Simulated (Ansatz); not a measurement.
Calculation: B3LYP-D3(BJ)/def2-TZVP (Ansatz, a first-principles code). No frequencies were computed at this level.

Ansatz 0.2 input:
```yaml
crystal:
  periodic: [false, false, false]
  atoms:
    - { symbol: Sn, position_ang: [-0.001487, -0.000907, 0.605138] }
    - { symbol: H, position_ang: [-0.443451, 1.540311, -0.201034] }
    - { symbol: H, position_ang: [-1.111547, -1.154329, -0.205845] }
    - { symbol: H, position_ang: [1.556484, -0.385074, -0.198259] }
basis:
  gaussian: { orbitals: def2-tzvp }
hamiltonian:
  xc: b3lyp
  dispersion: d3bj
relax:
  max_steps: 150
magnetization:
  spin_polarized: true
  initial_magnetization: 1
```

Output:

```
Functional definition: B3LYP
564 factors; their error is unknown
mean field evaluation 1: about -5880.0347 eV, gradient 1.0e1 eV
mean field evaluation 2: about -5880.2191 eV, gradient 1.0e1 eV
mean field evaluation 4: about -5880.6996 eV, gradient 2.1e-1 eV
mean field evaluation 8: about -5880.7626 eV, gradient 1.1e-2 eV
mean field -5880.76258963 eV, -216.1140390448 hartree, gradient 2.7e-5 eV, S^2 0.751740; 0 other end points of the search recorded, 0 dependent functions left out
reference -5880.76282546 eV, -216.1140477113 hartree; 13, 12 occupied and 55, 56 virtual orbitals, 564 factors
relax step   1: F+E_penalty+E_count = -5880.83935985 eV  Δ(F+E_penalty+E_count) = +0.000e0 eV  max|allowed force component| = 1.669e0 eV/Å  Δτ_max = 0.0000 Å  (26 SCF iters, accepted)
these checks for a lower state are left out or cut short: starts, cluster_reference, orbital_swaps, neighbouring_geometries, increment
564 factors; their error is unknown
mean field evaluation 16: about -5880.7591 eV, gradient 6.5e0 eV
mean field -5880.92374715 eV, -216.1199614746 hartree, gradient 1.9e-5 eV, S^2 0.751053; 0 other end points of the search recorded, 0 dependent functions left out
reference -5880.92398105 eV, -216.1199700701 hartree; 13, 12 occupied and 55, 56 virtual orbitals, 564 factors
relax step   2: F+E_penalty+E_count = -5880.99993488 eV  Δ(F+E_penalty+E_count) = -1.606e-1 eV  max|allowed force component| = 2.699e-1 eV/Å  Δτ_max = 0.1946 Å  (29 SCF iters, accepted)
these checks for a lower state are left out or cut short: starts, cluster_reference, orbital_swaps, neighbouring_geometries, increment
564 factors; their error is unknown
mean field -5880.92896155 eV, -216.1201531003 hartree, gradient 1.5e-5 eV, S^2 0.751091; 0 other end points of the search recorded, 0 dependent functions left out
reference -5880.92919620 eV, -216.1201617235 hartree; 13, 12 occupied and 55, 56 virtual orbitals, 564 factors
relax step   3: F+E_penalty+E_count = -5881.00519980 eV  Δ(F+E_penalty+E_count) = -5.265e-3 eV  max|allowed force component| = 3.068e-2 eV/Å  Δτ_max = 0.0311 Å  (31 SCF iters, accepted)
these checks for a lower state are left out or cut short: starts, cluster_reference, orbital_swaps, neighbouring_geometries, increment
564 factors; their error is unknown
mean field evaluation 32: about -5880.9291 eV, gradient 1.0e-1 eV
mean field -5880.92917472 eV, -216.1201609341 hartree, gradient 1.3e-5 eV, S^2 0.751089; 0 other end points of the search recorded, 0 dependent functions left out
reference -5880.92940938 eV, -216.1201695575 hartree; 13, 12 occupied and 55, 56 virtual orbitals, 564 factors
relax step   4: F+E_penalty+E_count = -5881.00536664 eV  Δ(F+E_penalty+E_count) = -1.668e-4 eV  max|allowed force component| = 7.817e-3 eV/Å  Δτ_max = 0.0052 Å  (30 SCF iters, accepted)
564 factors; their error is unknown
mean field -5880.92917472 eV, -216.1201609341 hartree, gradient 1.4e-5 eV, S^2 0.751089; 1 other end points of the search recorded, 0 dependent functions left out
reference -5880.92940938 eV, -216.1201695575 hartree; 13, 12 occupied and 55, 56 virtual orbitals, 564 factors
Total energy: -5881.00560129 eV, -216.1229695587 hartree
Atom 0 at    -0.001094    -0.000524     0.437150 Å, force     0.000004    -0.000029     0.000962 eV/Å
Atom 1 at    -0.449150     1.559366    -0.144987 Å, force     0.002221    -0.007703    -0.000331 eV/Å
Atom 2 at    -1.125190    -1.168713    -0.149926 Å, force     0.005593     0.005801    -0.000296 eV/Å
Atom 3 at     1.575433    -0.390127    -0.142238 Å, force    -0.007817     0.001932    -0.000335 eV/Å
Dipole moment:    -0.000209    -0.000103     0.083978 e Å
```

Cost: around 4 core-seconds (rough).
